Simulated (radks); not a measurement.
The numbers below are computed, except where a source is named.
Ionisation of neutral bromine, [Ar] 3d10 4s2 4p5, to Br+, [Ar] 3d10 4s2 4p4, under several functionals. Scalar-relativistic Kohn-Sham, spin-polarised, spherical densities, finite nucleus; open shells are filled with parallel spins first; a radial shooting solver on a logarithmic mesh with Libxc functionals.

| functional | E(Br) (hartree) | Exc (hartree) | IE (eV) | -e(HOMO) (eV) | <r> HOMO (bohr) | IE error (eV) |
|---|---|---|---|---|---|---|
| BP86 | -2607.07834 | -92.78484 | 11.999 | 7.581 | 2.115 | +0.185 |
| r2SCAN | -2606.84520 | -92.49231 | 11.984 | 7.667 | 2.107 | +0.170 |
| PW91 | -2606.94071 | -92.64889 | 11.922 | 7.512 | 2.118 | +0.108 |
| BLYP | -2606.83597 | -92.53139 | 11.775 | 7.342 | 2.129 | -0.039 |
| B86b exchange with PBE correlation | -2606.84214 | -92.54689 | 11.874 | 7.471 | 2.118 | +0.061 |
| OLYP | -2607.49867 | -93.28460 | 11.669 | 7.297 | 2.123 | -0.145 |
| HCTH/407 | -2608.13310 | -93.97255 | 11.899 | 7.536 | 2.125 | +0.085 |
| revPBE | -2606.57259 | -92.27551 | 11.789 | 7.402 | 2.119 | -0.025 |
| LDA (Slater exchange, VWN5 correlation) | -2603.11535 | -88.76410 | 12.108 | 7.654 | 2.116 | +0.295 |
| XLYP | -2607.18200 | -92.88184 | 11.802 | 7.370 | 2.132 | -0.012 |

NIST Atomic Spectra Database: 11.814 eV (measured). Closest: XLYP. The Delta-SCF values span 0.44 eV, the total energies 5.02 hartree. The highest occupied level is 4p. Open shells are spherical and high-spin; term and fine-structure splittings are not resolved.
